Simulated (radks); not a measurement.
All-electron atom: In in [Kr] 4d10 5s2 5p0.5 6p0.5 (fractional occupations, a model configuration). Calculated with a radial shooting solver on a logarithmic mesh with Libxc functionals: Dirac Kohn-Sham, PBE, spin-unpolarised, spherical densities, point nucleus; open shells fill j = l - 1/2 first. Some entries of the table are withheld. Estimate them.

orbital,occ.,eigenvalue (hartree),<r> (bohr),<1/r> (bohr^-1)
1s1/2,2,-1019.388,0.02971,51.86
2s1/2,2,-152.6555,0.1281,12.00
2p1/2,2,(1),0.1085,11.98
2p3/2,4,(2),0.1137,11.19
3s1/2,2,-29.03353,0.3483,4.228
3p1/2,2,-24.88000,0.3394,4.135
3p3/2,4,-23.48020,0.3505,3.942
3d3/2,4,-16.13677,(3),3.785
3d5/2,6,-15.85000,(4),3.735
4s1/2,2,-4.47365,0.8481,1.643
4p1/2,2,-3.11775,0.9013,1.523
4p3/2,4,-2.87347,0.9317,1.461
4d3/2,4,-0.78241,1.172,1.148
4d5/2,6,-0.75080,1.189,1.131
5s1/2,2,-0.37123,2.553,0.5040
5p1/2,0.5,-0.15822,3.369,0.3797
5p3/2,0,-0.14524,3.521,0.3623
6s1/2,0,-0.04603,9.215,0.1355
6p1/2,0.5,-0.02611,12.35,0.09801
6p3/2,0,-0.02536,12.56,0.09657
5d3/2,0,-0.01508,12.96,0.09141
5d5/2,0,-0.01504,12.99,0.09109

Answer. 
(1) 2p1/2 eigenvalue (hartree): -142.3604
(2) 2p3/2 eigenvalue (hartree): -134.6108
(3) 3d3/2 <r> (bohr): 0.3223
(4) 3d5/2 <r> (bohr): 0.3258
